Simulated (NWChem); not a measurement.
System: CH₃BBr₂; SMILES CB(Br)Br

Here is an NWChem input.

```
start job
memory heap 200 mb stack 900 mb global 1100 mb
geometry units angstroms noautosym nocenter noautoz
  B     -0.645697     0.012327    -0.021042
  Br     0.368849     1.637139    -0.204844
  Br     0.321361    -1.633910     0.219365
  C     -2.207746     0.035750    -0.015354
  H     -2.652408    -0.918313    -0.359108
  H     -2.626240     0.882748    -0.592926
  H     -2.535236     0.177595     1.040540
end
basis spherical
  * library def2-svpd
end
dft
  xc b3lyp
  iterations 150
end
property
  response 1 0.0773
end
task dft property
```

Parts of the log:

```
             Northwest Computational Chemistry Package (NWChem) 7.3.0
             --------------------------------------------------------

                             Geometry "geometry" -> ""
                             -------------------------

 Output coordinates in angstroms (scale by  1.889725989 to convert to a.u.)

  No.       Tag          Charge          X              Y              Z
 ---- ---------------- ---------- -------------- -------------- --------------
    1 B                    5.0000    -0.64569700     0.01232700    -0.02104200
    2 Br                  35.0000     0.36884900     1.63713900    -0.20484400
    3 Br                  35.0000     0.32136100    -1.63391000     0.21936500
    4 C                    6.0000    -2.20774600     0.03575000    -0.01535400
    5 H                    1.0000    -2.65240800    -0.91831300    -0.35910800
    6 H                    1.0000    -2.62624000     0.88274800    -0.59292600
    7 H                    1.0000    -2.53523600     0.17759500     1.04054000

 Effective nuclear repulsion energy (a.u.)     420.9844957803

                              NWChem Property Module
                              ----------------------

                                 NWChem DFT Module
                                 -----------------

 Summary of "ao basis" -> "ao basis" (spherical)
 ------------------------------------------------------------------------------
       Tag                 Description            Shells   Functions and Types
 ---------------- ------------------------------  ------  ---------------------
 B                         def2-svpd                 8       20   4s2p2d
 Br                        def2-svpd                15       41   6s5p4d
 C                         def2-svpd                 8       20   4s2p2d
 H                         def2-svpd                 4        8   2s2p

            General Information
            -------------------
          SCF calculation type: DFT
          Wavefunction type:  closed shell.
          No. of atoms     :     7
          No. of electrons :    84
           Alpha electrons :    42
            Beta electrons :    42
          Charge           :     0
          Spin multiplicity:     1
          Use of symmetry is: off; symmetry adaption is: off
          Maximum number of iterations: 150
          AO basis - number of functions:   146
                     number of shells:    58
          Convergence on energy requested:  1.00D-06
          Convergence on density requested:  1.00D-05
          Convergence on gradient requested:  5.00D-04

              XC Information
              --------------
                         B3LYP Method XC Potential
                     Hartree-Fock (Exact) Exchange  0.200
                        Slater Exchange Functional  0.800 local
                    Becke 1988 Exchange Functional  0.720 non-local
              Lee-Yang-Parr Correlation Functional  0.810
                  VWN I RPA Correlation Functional  0.190 local

             Grid Information
             ----------------
          Grid used for XC integration:  medium
          Radial quadrature: Mura-Knowles
          Angular quadrature: Lebedev.
          Tag              B.-S. Rad. Rad. Pts. Rad. Cut. Ang. Pts.
          ---              ---------- --------- --------- ---------
          B                   0.85       49          11.0       434
          Br                  1.15      112          13.0       590
          C                   0.70       49          12.0       434
          H                   0.35       45          13.0       434
          Grid pruning is: on
          Number of quadrature shells:   457
          Spatial weights used:  Erf1

      Superposition of Atomic Density Guess
      -------------------------------------

 Sum of atomic energies:       -5207.80362268

      Non-variational initial energy
      ------------------------------

 Total energy =   -5209.368669
 1-e energy   =   -8087.033421
 2-e energy   =    2456.680256
 HOMO         =      -0.371902
 LUMO         =       0.009836

   convergence    iter        energy       DeltaE   RMS-Dens  Diis-err
 ---------------- ----- ----------------- --------- --------- ---------
 d= 0,ls=0.0,diis     1  -5212.4808251817 -5.63D+03  1.03D-02  6.35D-01
 d= 0,ls=0.0,diis     2  -5212.4421368174  3.87D-02  6.73D-03  8.16D-01
 d= 0,ls=0.0,diis     3  -5212.5419756490 -9.98D-02  1.66D-03  6.06D-02
 d= 0,ls=0.0,diis     4  -5212.5512815966 -9.31D-03  3.51D-04  3.17D-03
 d= 0,ls=0.0,diis     5  -5212.5516809286 -3.99D-04  9.21D-05  2.71D-04
  Resetting Diis
 d= 0,ls=0.0,diis     6  -5212.5517170567 -3.61D-05  1.18D-05  2.19D-06
 d= 0,ls=0.0,diis     7  -5212.5517171863 -1.30D-07  7.81D-06  3.16D-07

         Total DFT energy =    -5212.551717186316
      One electron energy =    -8089.224043241376
           Coulomb energy =     2648.988053430930
    Exchange-Corr. energy =     -193.300223156174
 Nuclear repulsion energy =      420.984495780304

 Numeric. integr. density =       83.999998200050

                       DFT Final Molecular Orbital Analysis
                       ------------------------------------

 Vector   40  Occ=2.000000D+00  E=-3.099664D-01
              MO Center=  3.1D-01,  2.2D-03,  8.0D-03, r^2= 4.2D+00
   Bfn.  Coefficient  Atom+Function         Bfn.  Coefficient  Atom+Function
  ----- ------------  ---------------      ----- ------------  ---------------
    38      0.410912  2 Br pz                79     -0.412231  3 Br pz
    35      0.387067  2 Br pz                76     -0.388367  3 Br pz
    32     -0.253563  2 Br pz                73      0.254418  3 Br pz
    29      0.082336  2 Br pz                70     -0.082614  3 Br pz
    37      0.058714  2 Br py                34      0.055506  2 Br py

 Vector   41  Occ=2.000000D+00  E=-3.084548D-01
              MO Center=  4.1D-02,  6.1D-03,  7.4D-03, r^2= 4.4D+00
   Bfn.  Coefficient  Atom+Function         Bfn.  Coefficient  Atom+Function
  ----- ------------  ---------------      ----- ------------  ---------------
    77      0.373343  3 Br px                36      0.370996  2 Br px
    74      0.351872  3 Br px                33      0.349892  2 Br px
    71     -0.230059  3 Br px                30     -0.228729  2 Br px
   107      0.208188  4 C  px                 5      0.168248  1 B  px
   110      0.096771  4 C  px                37     -0.084017  2 Br py

 Vector   42  Occ=2.000000D+00  E=-2.930942D-01
              MO Center=  2.6D-01,  2.2D-03,  2.7D-03, r^2= 4.4D+00
   Bfn.  Coefficient  Atom+Function         Bfn.  Coefficient  Atom+Function
  ----- ------------  ---------------      ----- ------------  ---------------
    77      0.322896  3 Br px                36     -0.314597  2 Br px
    74      0.298706  3 Br px                33     -0.290894  2 Br px
    37      0.288663  2 Br py                78      0.283063  3 Br py
    34      0.271703  2 Br py                75      0.266443  3 Br py
    71     -0.195111  3 Br px                30      0.190026  2 Br px

 Vector   43  Occ=0.000000D+00  E=-6.857330D-02
              MO Center= -5.1D-01,  1.2D-02, -6.9D-03, r^2= 3.4D+00
   Bfn.  Coefficient  Atom+Function         Bfn.  Coefficient  Atom+Function
  ----- ------------  ---------------      ----- ------------  ---------------
     7      0.591075  1 B  pz                10     -0.420316  1 B  pz
   140      0.267758  7 H  s                 79      0.240404  3 Br pz
    38      0.237966  2 Br pz                 4      0.206211  1 B  s
    76      0.173679  3 Br pz                35      0.171945  2 Br pz
   139      0.156067  7 H  s                124     -0.144184  5 H  s

 Vector   44  Occ=0.000000D+00  E=-8.288026D-03
              MO Center= -1.7D-01,  1.3D-02,  3.6D-02, r^2= 1.3D+01
   Bfn.  Coefficient  Atom+Function         Bfn.  Coefficient  Atom+Function
  ----- ------------  ---------------      ----- ------------  ---------------
     4      5.879695  1 B  s                 26     -1.608480  2 Br s
    67     -1.608511  3 Br s                106     -1.545349  4 C  s
    81     -0.738741  3 Br py                40      0.730652  2 Br py
    39      0.474074  2 Br px                80      0.452739  3 Br px
    18     -0.316930  1 B  d  0              25     -0.296760  2 Br s

 Vector   45  Occ=0.000000D+00  E= 1.845688D-02
              MO Center= -3.7D-01,  1.8D-02,  5.2D-02, r^2= 9.3D+00
   Bfn.  Coefficient  Atom+Function         Bfn.  Coefficient  Atom+Function
  ----- ------------  ---------------      ----- ------------  ---------------
     4      2.210502  1 B  s                  3     -1.195000  1 B  s
   105      0.566672  4 C  s                140     -0.510169  7 H  s
    26     -0.480636  2 Br s                 67     -0.480650  3 Br s
     2     -0.451026  1 B  s                  8     -0.336426  1 B  px
    81      0.280069  3 Br py                40     -0.272442  2 Br py

     Multipole analysis of the density
     ---------------------------------

     L   x y z        total         alpha         beta         nuclear
     -   - - -        -----         -----         ----         -------
     0   0 0 0     -0.000000    -42.000000    -42.000000     84.000000

     1   1 0 0     -0.545876     -0.148693     -0.148693     -0.248490
     1   0 1 0      0.010560     -0.496612     -0.496612      1.003785
     1   0 0 1      0.020303     -0.367233     -0.367233      0.754770

     2   2 0 0    -35.587309   -125.042698   -125.042698    214.498087
     2   1 1 0     -0.053800     -3.439414     -3.439414      6.825029
     2   1 0 1     -0.125530     -0.001758     -0.001758     -0.122015
     2   0 2 0    -37.744248   -356.174362   -356.174362    674.604476
     2   0 1 1      0.142542     43.452120     43.452120    -86.761697
     2   0 0 2    -36.680210    -26.767360    -26.767360     16.854509

 *** CALLING NEW AORESP DRIVER FOR CLOSED AND OPEN SHELLS ***
 Entering AOResponse driver routine

--------------------------------------------------------------------------------

          -----------------------------------------------
          Solving response equations for perturbing field
          -----------------------------------------------

 number of frequencies:     1
 frequency in a.u.:  0.7730000E-01
 Perturbing field: electric
 Using El. Dipole Length Gauge

 Setting up CPKS with frequency omega =      0.07730000 a.u.

                            NWChem Dynamic CPHF Module
                            --------------------------

    scftype = RHF
    nclosed =   42
      nopen =    0
  variables =     8736
  num. vecs =        3
  tolerance =   1.0D-04
  max. iter =   50

 SCF residual:    8.2996791114531190E-004

Iterative solution of linear equations
  No. of variables     8736
  No. of equations        3
  Maximum subspace       30
       Convergence  1.0D-04

   iter   nsub   residual    time
   ----  ------  --------  ---------
     1      3    4.77D+00     106.0
     2      6    1.93D+00     140.7
     3      9    4.75D-01     175.3
     4     12    6.77D-02     221.5
     5     15    1.35D-02     269.0
     6     18    2.66D-03     307.7
     7     21    1.44D-03     343.1
     8     24    1.24D-04     379.6
     9     27    5.24D-05     418.3

 Electric Dipole Response Matrix (nonzero elements):

              1        2        3
    1   75.0114   0.2048  -0.3048
    2    0.2048  91.2577  -4.6180
    3   -0.3048  -4.6180  56.2166

 ------------------------------------------
 average:        74.16191 + I       0.00000

 DFT Linear Response polarizability / au
 Frequency  =       0.0773000 / au
 Wavelength =     589.4353558 / nm
              X              Y              Z
 -----------------------------------------------
 X      75.0114352      0.2048321     -0.3047657
 Y       0.2048319     91.2577117     -4.6179628
 Z      -0.3047677     -4.6179627     56.2165776
 -----------------------------------------------
 Eigenvalues =      75.0118754     91.8595658     55.6142833
 Isotropic   =      74.1619081
 Anisotropic =      31.4152173
 -----------------------------------------------

 Magnetic Dipole Response Matrix (nonzero elements):
```

Level: B3LYP/def2-SVPD. The geometry was optimised at PBE-D3(BJ)/def2-SVP.
